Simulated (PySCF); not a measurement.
# Computed records: AlBH$_{5}$OSi, AlBH$_{6}$OSi, AlBClH$_{4}$, Al$_{2}$H$_{3}$N and others

All values are calculated (PySCF 2.14.0). Calculation on a computer-drawn molecule: the log of a Hartree-Fock and frozen-core CCSD(T) single point meant for a local Hartree-Fock minimum, with one planted fault or none, to be diagnosed. Offsets are logged minus clean, where the clean run is the same molecule without the fault. The reference is restricted for singlets and unrestricted otherwise, and also for a bond in bohr or an excited solution. Adding or removing an electron swaps singlet and doublet. The excited solution moves the top pair (singlet) or top alpha electron (doublet) to the lowest empty orbital. Highest occupied and lowest empty are orbital energies over both spins, largest force is the largest gradient component, triples share is (T) over the correlation energy, the T1 limit is 0.02 restricted and 0.045 unrestricted, electrons count all cores, a negative frequency is imaginary (commonest isotopes), and the dipole is about the centre of nuclear charge.

Common to all runs: logged SCF converged yes; possible faults no fault, one electron removed, one electron added, multiplicity raised by two, geometry at a saddle point, SCF held on an excited solution, minimal basis STO-3G, one bond length entered in bohr, all coordinates scaled.

(1) 
```xyz
9
formula=AlBH5OSi meant_charge=1 meant_multiplicity=1 meant_basis=cc-pV(D+d)Z logged_electrons=44 logged_basis_functions=99 logged_spin_squared=2.0242 logged_highest_occupied=-13.221 logged_lowest_empty=-7.2799 logged_largest_force=0.069955 logged_T1_diagnostic=0.02315 logged_D1_diagnostic=0.10724 logged_triples_share=0.029035 logged_CC_converged=yes logged_dipole_magnitude=1.8594 logged_SCF_stable_within_its_kind=yes logged_energy_HF=-633.01741 logged_energy_CCSD(T)=-633.48099 planted_fault=multiplicity_raised_by_two HF_energy_offset_from_clean_run=58.44 CCSD(T)_energy_offset_from_clean_run=57.2
Al    -1.6187     1.3503    -1.9271
O     -0.7076     0.0326    -1.1531
B     -0.8600    -1.0017    -0.3696
Si     0.9815    -1.9752    -0.0423
H     -3.1488     1.3291    -1.6331
H     -0.7072     2.2910    -2.7653
H     -1.8506    -1.4253     0.1436
H      1.9368    -1.6052     1.0135
H      1.5260    -3.0327    -0.9080
```

Units: logged_highest_occupied, logged_lowest_empty in eV; logged_largest_force in hartree/bohr; logged_dipole_magnitude in debye; logged_energy_HF, logged_energy_CCSD(T) in hartree; HF_energy_offset_from_clean_run, CCSD(T)_energy_offset_from_clean_run in kcal/mol.

Drawn bonds:
```tsv
atom	other atom	order
1	2	1
2	3	1
3	4	1
1	5	1
1	6	1
3	7	1
4	8	1
4	9	1
```

(2) 
```xyz
10
formula=AlBH6OSi meant_charge=0 meant_multiplicity=1 meant_basis=cc-pV(D+d)Z logged_electrons=46 logged_basis_functions=104 logged_spin_squared=0 logged_highest_occupied=-9.5559 logged_lowest_empty=-0.33985 logged_largest_force=0.048497 logged_T1_diagnostic=0.035968 logged_D1_diagnostic=0.11492 logged_triples_share=0.03749 logged_CC_converged=yes logged_dipole_magnitude=7.3211 logged_SCF_stable_within_its_kind=yes logged_energy_HF=-633.742 logged_energy_CCSD(T)=-634.26481 planted_fault=one_bond_length_entered_in_bohr,row_2_of_the_drawn_bonds HF_energy_offset_from_clean_run=143.7 CCSD(T)_energy_offset_from_clean_run=129.7
Al     0.1867    -1.5667    -0.0675
O      0.5016    -0.0811    -0.8117
B      0.9768     2.1274    -1.9530
Si     0.3799     3.9120    -1.1182
H     -1.1590    -2.2898    -0.4268
H      1.2589    -2.1199     0.9359
H      1.5672     2.1196    -3.0101
H     -0.5448     4.6364    -2.0314
H      1.5499     4.7996    -0.8799
H     -0.3193     3.7169     0.1808
```

Units: logged_highest_occupied, logged_lowest_empty in eV; logged_largest_force in hartree/bohr; logged_dipole_magnitude in debye; logged_energy_HF, logged_energy_CCSD(T) in hartree; HF_energy_offset_from_clean_run, CCSD(T)_energy_offset_from_clean_run in kcal/mol.

Drawn bonds:
```tsv
atom	other atom	order
1	2	1
2	3	1
3	4	1
1	5	1
1	6	1
3	7	1
4	8	1
4	9	1
4	10	1
```

(3) 
```xyz
7
formula=AlBClH4 meant_charge=-1 meant_multiplicity=1 meant_basis=aug-cc-pV(D+d)Z logged_electrons=40 logged_basis_functions=123 logged_spin_squared=0 logged_highest_occupied=-5.1226 logged_lowest_empty=3.2785 logged_largest_force=0.019697 logged_T1_diagnostic=0.013832 logged_D1_diagnostic=0.041675 logged_triples_share=0.029706 logged_CC_converged=yes logged_dipole_magnitude=5.812 logged_SCF_stable_within_its_kind=yes logged_energy_HF=-728.46082 logged_energy_CCSD(T)=-728.85859 planted_fault=all_coordinates_scaled,by_+5.1_% HF_energy_offset_from_clean_run=6.338 CCSD(T)_energy_offset_from_clean_run=5.917
Al    -0.5875     0.1288    -0.7900
B      1.6267     0.6901    -1.1894
Cl     2.8286    -0.2285    -2.4043
H     -1.5287     1.5197    -1.2007
H     -1.0943    -1.2365    -1.7021
H     -0.7155    -0.1890     0.9046
H      2.2822     1.6456    -0.6632
```

Units: logged_highest_occupied, logged_lowest_empty in eV; logged_largest_force in hartree/bohr; logged_dipole_magnitude in debye; logged_energy_HF, logged_energy_CCSD(T) in hartree; HF_energy_offset_from_clean_run, CCSD(T)_energy_offset_from_clean_run in kcal/mol.

Drawn bonds:
```tsv
atom	other atom	order
1	2	1
2	3	1
1	4	1
1	5	1
1	6	1
2	7	1
```

(4) 
```xyz
6
formula=Al2H3N meant_charge=0 meant_multiplicity=1 meant_basis=cc-pV(D+d)Z logged_electrons=36 logged_basis_functions=75 logged_spin_squared=0 logged_highest_occupied=-9.4027 logged_lowest_empty=1.6323 logged_largest_force=0.047116 logged_T1_diagnostic=0.021374 logged_D1_diagnostic=0.05334 logged_triples_share=0.032596 logged_CC_converged=yes logged_dipole_magnitude=5.1569 logged_SCF_stable_within_its_kind=yes logged_energy_HF=-540.00203 logged_energy_CCSD(T)=-540.33121 planted_fault=all_coordinates_scaled,by_-4.5_% HF_energy_offset_from_clean_run=8.727 CCSD(T)_energy_offset_from_clean_run=12.61
Al    -2.0034     0.8998    -1.7293
N     -1.1500     1.1439    -0.4492
Al    -0.2359     1.4056     0.9251
H     -2.8164     0.6675    -2.9492
H     -0.7983     2.1585     2.1176
H      1.1917     0.9006     1.0338
```

Units: logged_highest_occupied, logged_lowest_empty in eV; logged_largest_force in hartree/bohr; logged_dipole_magnitude in debye; logged_energy_HF, logged_energy_CCSD(T) in hartree; HF_energy_offset_from_clean_run, CCSD(T)_energy_offset_from_clean_run in kcal/mol.

Drawn bonds:
```tsv
atom	other atom	order
1	2	2
2	3	1
1	4	1
3	5	1
3	6	1
```

Notes: T1 above single-reference limit.

(5) 
```xyz
6
formula=Al2H3N meant_charge=0 meant_multiplicity=1 meant_basis=cc-pV(D+d)Z logged_electrons=35 logged_basis_functions=75 logged_spin_squared=0.7599 logged_highest_occupied=-15.28 logged_lowest_empty=-5.8765 logged_largest_force=0.06429 logged_T1_diagnostic=0.037404 logged_D1_diagnostic=0.17169 logged_triples_share=0.024253 logged_CC_converged=yes logged_dipole_magnitude=6.5428 logged_SCF_stable_within_its_kind=yes logged_energy_HF=-539.75895 logged_energy_CCSD(T)=-540.03948 planted_fault=one_electron_removed HF_energy_offset_from_clean_run=161.3 CCSD(T)_energy_offset_from_clean_run=195.7
Al    -2.0978     0.9422    -1.8108
N     -1.2042     1.1978    -0.4704
Al    -0.2470     1.4719     0.9687
H     -2.9491     0.6990    -3.0881
H     -0.8359     2.2602     2.2174
H      1.2478     0.9430     1.0825
```

Units: logged_highest_occupied, logged_lowest_empty in eV; logged_largest_force in hartree/bohr; logged_dipole_magnitude in debye; logged_energy_HF, logged_energy_CCSD(T) in hartree; HF_energy_offset_from_clean_run, CCSD(T)_energy_offset_from_clean_run in kcal/mol.

Drawn bonds:
```tsv
atom	other atom	order
1	2	2
2	3	1
1	4	1
3	5	1
3	6	1
```

(6) 
```xyz
6
formula=Al2H3N meant_charge=0 meant_multiplicity=1 meant_basis=cc-pV(D+d)Z logged_electrons=36 logged_basis_functions=75 logged_spin_squared=0 logged_highest_occupied=-9.1915 logged_lowest_empty=1.4959 logged_largest_force=1.496e-05 logged_lowest_frequency=87.072 logged_T1_diagnostic=0.023687 logged_D1_diagnostic=0.060356 logged_triples_share=0.036286 logged_CC_converged=yes logged_dipole_magnitude=5.195 logged_SCF_stable_within_its_kind=yes logged_energy_HF=-540.01594 logged_energy_CCSD(T)=-540.3513 planted_fault=no_fault HF_energy_offset_from_clean_run=0 CCSD(T)_energy_offset_from_clean_run=0
Al    -2.0978     0.9422    -1.8108
N     -1.2042     1.1978    -0.4704
Al    -0.2470     1.4719     0.9687
H     -2.9491     0.6990    -3.0881
H     -0.8359     2.2602     2.2174
H      1.2478     0.9430     1.0825
```

Units: logged_highest_occupied, logged_lowest_empty in eV; logged_largest_force in hartree/bohr; logged_lowest_frequency in cm⁻¹; logged_dipole_magnitude in debye; logged_energy_HF, logged_energy_CCSD(T) in hartree; HF_energy_offset_from_clean_run, CCSD(T)_energy_offset_from_clean_run in kcal/mol.

Drawn bonds:
```tsv
atom	other atom	order
1	2	2
2	3	1
1	4	1
3	5	1
3	6	1
```

Notes: T1 above single-reference limit.

(7) 
```xyz
5
formula=Al2H3 meant_charge=0 meant_multiplicity=2 meant_basis=cc-pV(D+d)Z logged_electrons=29 logged_basis_functions=61 logged_spin_squared=0.9019 logged_highest_occupied=-6.0328 logged_lowest_empty=-0.74439 logged_largest_force=0.0193 logged_dipole_magnitude=0.95693 logged_SCF_stable_within_its_kind=no logged_energy_HF=-485.48413 planted_fault=SCF_held_on_an_excited_solution HF_energy_offset_from_clean_run=28.43
Al    -0.2678    -3.1221     1.0505
Al     1.2049    -1.5195    -0.3771
H     -1.0998    -2.7972     2.3715
H      0.6067    -0.7967    -1.6572
H      2.7716    -1.4321    -0.1383
```

Units: logged_highest_occupied, logged_lowest_empty in eV; logged_largest_force in hartree/bohr; logged_dipole_magnitude in debye; logged_energy_HF in hartree; HF_energy_offset_from_clean_run in kcal/mol.

Drawn bonds:
```tsv
atom	other atom	order
1	2	1
1	3	1
2	4	1
2	5	1
```

Notes: coupled-cluster numbers left out as unreliable.

(8) 
```xyz
5
formula=Al2H3 meant_charge=0 meant_multiplicity=2 meant_basis=cc-pV(D+d)Z logged_electrons=29 logged_basis_functions=61 logged_spin_squared=0.7613 logged_highest_occupied=-7.3422 logged_lowest_empty=-0.27761 logged_largest_force=3.554e-05 logged_lowest_frequency=-304.42 logged_T1_diagnostic=0.016557 logged_D1_diagnostic=0.043472 logged_triples_share=0.020309 logged_CC_converged=yes logged_dipole_magnitude=0.40615 logged_SCF_stable_within_its_kind=yes logged_energy_HF=-485.52401 logged_energy_CCSD(T)=-485.67648 planted_fault=geometry_at_a_saddle_point HF_energy_offset_from_clean_run=3.404 CCSD(T)_energy_offset_from_clean_run=4.276
Al    -1.4582    -1.0278     0.0000
Al     0.9151     0.1700     0.0000
H     -2.8161    -0.1827     0.0000
H      2.2397    -0.7058     0.0000
H      1.1196     1.7463     0.0000
```

Units: logged_highest_occupied, logged_lowest_empty in eV; logged_largest_force in hartree/bohr; logged_lowest_frequency in cm⁻¹; logged_dipole_magnitude in debye; logged_energy_HF, logged_energy_CCSD(T) in hartree; HF_energy_offset_from_clean_run, CCSD(T)_energy_offset_from_clean_run in kcal/mol.

Drawn bonds:
```tsv
atom	other atom	order
1	2	1
1	3	1
2	4	1
2	5	1
```

(9) 
```xyz
8
formula=Al2BH4O meant_charge=0 meant_multiplicity=2 meant_basis=cc-pV(D+d)Z logged_electrons=43 logged_basis_functions=94 logged_spin_squared=3.7581 logged_highest_occupied=-5.7995 logged_lowest_empty=-0.86666 logged_largest_force=0.081769 logged_T1_diagnostic=0.030225 logged_D1_diagnostic=0.13353 logged_triples_share=0.028841 logged_CC_converged=yes logged_dipole_magnitude=4.8001 logged_SCF_stable_within_its_kind=yes logged_energy_HF=-585.64489 logged_energy_CCSD(T)=-586.06404 planted_fault=multiplicity_raised_by_two HF_energy_offset_from_clean_run=64.38 CCSD(T)_energy_offset_from_clean_run=70.58
Al    -0.5438    -1.0991    -2.7059
B     -0.6234    -0.8481    -0.5400
O      0.3726    -0.2555     0.1460
Al     1.4561     0.4637     1.2239
H     -0.0284    -2.4463    -3.3995
H     -1.6117    -1.1909     0.0804
H      1.3500     2.0147     1.4466
H      2.5307    -0.4554     1.9070
```

Units: logged_highest_occupied, logged_lowest_empty in eV; logged_largest_force in hartree/bohr; logged_dipole_magnitude in debye; logged_energy_HF, logged_energy_CCSD(T) in hartree; HF_energy_offset_from_clean_run, CCSD(T)_energy_offset_from_clean_run in kcal/mol.

Drawn bonds:
```tsv
atom	other atom	order
1	2	1
2	3	1
3	4	1
1	5	1
2	6	1
4	7	1
4	8	1
```

(10) 
```xyz
8
formula=Al2BH4O meant_charge=0 meant_multiplicity=2 meant_basis=cc-pV(D+d)Z logged_electrons=43 logged_basis_functions=32 logged_spin_squared=0.7633 logged_highest_occupied=-3.054 logged_lowest_empty=8.25 logged_largest_force=0.043153 logged_T1_diagnostic=0.024289 logged_D1_diagnostic=0.080372 logged_triples_share=0.040693 logged_CC_converged=yes logged_dipole_magnitude=2.0125 logged_SCF_stable_within_its_kind=yes logged_energy_HF=-578.55369 logged_energy_CCSD(T)=-578.73464
Al    -0.5438    -1.0991    -2.7059
B     -0.6234    -0.8481    -0.5400
O      0.3726    -0.2555     0.1460
Al     1.4561     0.4637     1.2239
H     -0.0284    -2.4463    -3.3995
H     -1.6117    -1.1909     0.0804
H      1.3500     2.0147     1.4466
H      2.5307    -0.4554     1.9070
```

Units: logged_highest_occupied, logged_lowest_empty in eV; logged_largest_force in hartree/bohr; logged_dipole_magnitude in debye; logged_energy_HF, logged_energy_CCSD(T) in hartree.

Drawn bonds:
```tsv
atom	other atom	order
1	2	1
2	3	1
3	4	1
1	5	1
2	6	1
4	7	1
4	8	1
```

Questions
1. Which fault was planted in the run of Al$_{2}$BH$_{4}$O (entry 10)?

## Answers
1. minimal basis STO-3G

Further results for Al$_{2}$BH$_{4}$O (entry 10):

- HF energy offset from clean run: 4514 kcal/mol
- CCSD(T) energy offset from clean run: 4670 kcal/mol
